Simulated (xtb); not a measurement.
xtb input (GFN2-xTB):

```bash
xtb mol.xyz --gfn 2 --ohess tight --chrg -1 --uhf 0
```
mol.xyz:
```
10

C     -0.59661977    -0.78120672     0.02969992
C     -0.78539044     0.73005904    -0.30358010
C      0.51125727     0.18648962     0.37540918
N      1.72823330     0.21513349    -0.38325786
H     -0.43258201    -1.44122959    -0.79182995
H     -1.24331780    -1.14638334     0.80109063
H     -1.45445307     1.24532265     0.23841453
H     -0.68716433     1.03774116    -1.33008688
H      0.58821716     0.46113135     1.39896721
H      2.37630377    -0.48516485     0.00759266
```

Output:

```
           -------------------------------------------------
          |                Calculation Setup                |
           -------------------------------------------------

           -------------------------------------------------
          |                 G F N 2 - x T B                 |
           -------------------------------------------------

        Reference                      10.1021/acs.jctc.8b01176
      * Hamiltonian:
        H0-scaling (s, p, d)           1.850000    2.230000    2.230000
        zeta-weighting                 0.500000
      * Dispersion:
        s8                             2.700000
        a1                             0.520000
        a2                             5.000000
        s9                             5.000000
      * Repulsion:
        kExp                           1.500000    1.000000
        rExp                           1.000000
      * Coulomb:
        alpha                          2.000000
        third order                    shell-resolved
        anisotropic                    true
        a3                             3.000000
        a5                             4.000000
        cn-shift                       1.200000
        cn-exp                         4.000000
        max-rad                        5.000000

          ...................................................
          :                      SETUP                      :
          :.................................................:
          :  # basis functions                  22          :
          :  # atomic orbitals                  22          :
          :  # shells                           14          :
          :  # electrons                        24          :
          :  max. iterations                   250          :
          :  Hamiltonian                  GFN2-xTB          :
          :  restarted?                      false          :
          :  GBSA solvation                  false          :
          :  PC potential                    false          :
          :  electronic temp.          300.0000000     K    :
          :  accuracy                    1.0000000          :
          :  -> integral cutoff          0.2500000E+02      :
          :  -> integral neglect         0.1000000E-07      :
          :  -> SCF convergence          0.1000000E-05 Eh   :
          :  -> wf. convergence          0.1000000E-03 e    :
          :  Broyden damping             0.4000000          :
          :  net charge                         -1          :
          :  unpaired electrons                  0          :
          ...................................................

 iter      E             dE          RMSdq      gap      omega  full diag
   1    -12.5884993 -0.125885E+02  0.319E+00    7.06       0.0  T
   2    -12.6429546 -0.544553E-01  0.176E+00    4.58       1.0  T
   3    -12.6436467 -0.692047E-03  0.976E-01    4.50       1.0  T
   4    -12.6436321  0.146083E-04  0.198E-01    4.38       1.0  T
   5    -12.6438347 -0.202658E-03  0.542E-02    4.37       1.0  T
   6    -12.6438364 -0.164392E-05  0.184E-02    4.38       1.7  T
[...]

 * 8 selected distances

     #   Z          #   Z                                           value/Å
     1   6 C        2   6 C                                       1.5132475 (max)
     2   6 C        3   6 C                                       1.5008319
     3   6 C        4   7 N                                       1.3554559
     1   6 C        5   1 H                                       1.0825905 (min)
     1   6 C        6   1 H                                       1.0885121
     2   6 C        7   1 H                                       1.0889259
     2   6 C        8   1 H                                       1.0833081
     3   6 C        9   1 H                                       1.1319120

 * 3 distinct bonds (by element types)

   Z      Z             #   av. dist./Å        max./Å        min./Å
   1 H    6 C           5     1.0950497     1.1319120     1.0825905
   6 C    6 C           2     1.5070397     1.5132475     1.5008319
   6 C    7 N           1     1.3554559     1.3554559     1.3554559

           -------------------------------------------------
          |               Frequency Printout                |
           -------------------------------------------------
 projected vibrational frequencies (cm⁻¹)
eigval :       -0.00    -0.00     0.00     0.00     0.00     0.00
eigval :      343.06   384.09   431.52   586.79   738.51   822.90
eigval :      867.49   906.45   972.66  1067.07  1100.07  1170.71
eigval :     1176.03  1277.40  1289.28  1429.62  1434.79  1482.97
eigval :     2352.94  2930.22  2955.80  3022.41  3039.65  3104.71
 reduced masses (amu)
   1: 11.26   2: 10.81   3: 10.00   4: 10.33   5:  8.89   6: 10.89   7:  6.33   8:  5.98
   9:  6.77  10:  9.89  11:  4.10  12:  1.36  13:  7.42  14:  3.81  15:  5.39  16:  5.03
  17:  2.71  18:  8.23  19:  4.81  20:  4.07  21:  8.20  22:  3.95  23:  2.20  24:  5.35
  25:  1.59  26:  1.77  27:  1.73  28:  1.70  29:  1.83  30:  1.85
 IR intensities (km·mol⁻¹)
   1: 18.83   2: 15.21   3:  7.53   4:  8.47   5:  1.73   6: 17.88   7: 36.62   8:  9.09
   9: 34.01  10:182.50  11: 26.57  12:  0.20  13: 34.31  14:  4.48  15: 23.34  16: 17.93
  17: 26.18  18: 29.61  19:  2.09  20:169.88  21:173.59  22:113.95  23: 38.46  24:100.13
  25:530.75  26:126.23  27:239.53  28: 83.11  29:176.27  30:394.14
 Raman intensities (Ä⁴*amu⁻¹)
   1:  0.00   2:  0.00   3:  0.00   4:  0.00   5:  0.00   6:  0.00   7:  0.00   8:  0.00
   9:  0.00  10:  0.00  11:  0.00  12:  0.00  13:  0.00  14:  0.00  15:  0.00  16:  0.00
  17:  0.00  18:  0.00  19:  0.00  20:  0.00  21:  0.00  22:  0.00  23:  0.00  24:  0.00
  25:  0.00  26:  0.00  27:  0.00  28:  0.00  29:  0.00  30:  0.00
 output can be read by thermo (or use thermo option).
 writing <g98.out> molden fake output.
 recommended (thermochemical) frequency scaling factor: 1.0
           -------------------------------------------------
          |             Thermodynamic Functions             |
           -------------------------------------------------

c1  symmetry found (for desy threshold:  0.10E+00) used in thermo

          ...................................................
          :                      SETUP                      :
          :.................................................:
          :  # frequencies                          24      :
          :  # imaginary freq.                       0      :
          :  linear?                             false      :
          :  only rotor calc.                    false      :
          :  symmetry                               c1      :
Note: The following floating-point exceptions are signalling: IEEE_UNDERFLOW_FLAG IEEE_DENORMAL
normal termination of xtb
          :  rotational number                       1      :
          :  scaling factor                  1.0000000      :
          :  rotor cutoff                   50.0000000 cm⁻¹ :
          :  imag. cutoff                  -20.0000000 cm⁻¹ :
          :.................................................:

    mode    ω/cm⁻¹     T·S(HO)/kcal·mol⁻¹    T·S(FR)/kcal·mol⁻¹   T·S(vib)
   ------------------------------------------------------------------------
   ------------------------------------------------------------------------

   temp. (K)  partition function   enthalpy   heat capacity  entropy
                                   cal/mol     cal/K/mol   cal/K/mol   J/K/mol
 298.15  VIB   1.99                 1003.608      9.992      4.729
         ROT  0.327E+05              888.752      2.981     23.641
         INT  0.650E+05             1892.360     12.973     28.371
         TR   0.406E+27             1481.254      4.968     37.977
         TOT                        3373.6144    17.9414    66.3480   277.6001

       T/K    H(0)-H(T)+PV         H(T)/Eh          T*S/Eh         G(T)/Eh
   ------------------------------------------------------------------------
    298.15    0.537620E-02    0.848549E-01    0.315241E-01    0.533309E-01
   ------------------------------------------------------------------------

         :::::::::::::::::::::::::::::::::::::::::::::::::::::
         ::                  THERMODYNAMIC                  ::
         :::::::::::::::::::::::::::::::::::::::::::::::::::::
         :: total free energy         -12.430418351035 Eh   ::
         ::.................................................::
         :: total energy              -12.483749217899 Eh   ::
         :: zero point energy           0.079478752215 Eh   ::
         :: G(RRHO) w/o ZPVE           -0.026147885351 Eh   ::
         :: G(RRHO) contrib.            0.053330866864 Eh   ::
         :::::::::::::::::::::::::::::::::::::::::::::::::::::

optimized geometry written to: xtbopt.xyz

           -------------------------------------------------
          | TOTAL ENERGY              -12.483749217899 Eh   |
          | TOTAL ENTHALPY            -12.398894268923 Eh   |
          | TOTAL FREE ENERGY         -12.430418351035 Eh   |
          | GRADIENT NORM               0.000185372205 Eh/α |
          | HOMO-LUMO GAP               5.687480640971 eV   |
           -------------------------------------------------

------------------------------------------------------------------------
------------------------------------------------------------------------
 total:
 SCF:
 ANC optimizer:
 analytical hessian:
```

It need not be the lowest isomer of its formula. Whether it binds its extra electron was not tested at this geometry.
